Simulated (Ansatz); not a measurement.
Ge12NH23, a cluster cut from the lattice of germanium (1 of the caps NH2). Charge 0, multiplicity 1. Geometry PBE-D4/def2-SVP, basis def2-SVP, Ansatz.

```csv
run,HOMO (eV),LUMO (eV)
A,-5.85,-1.38
B,-6.74,-0.81
C,-5.54,-1.53
D,-6.93,-0.73
```

Single mean-field runs in def2-SVP are fitted with def2-universal-jkfit.

Task: The runs used PBE, PBE0, r2SCAN, r2SCAN0. Estimate which is which.

Result: A r2SCAN (0 % exact exchange); B PBE0 (25 % exact exchange); C PBE (0 % exact exchange); D r2SCAN0 (25 % exact exchange). Exact exchange lowers occupied and raises empty levels; among semilocal functionals meta-GGAs tend to open the gap a little, and such runs are hard to tell apart. The gap grows from 4.01 eV (PBE) to 6.20 eV (r2SCAN0).
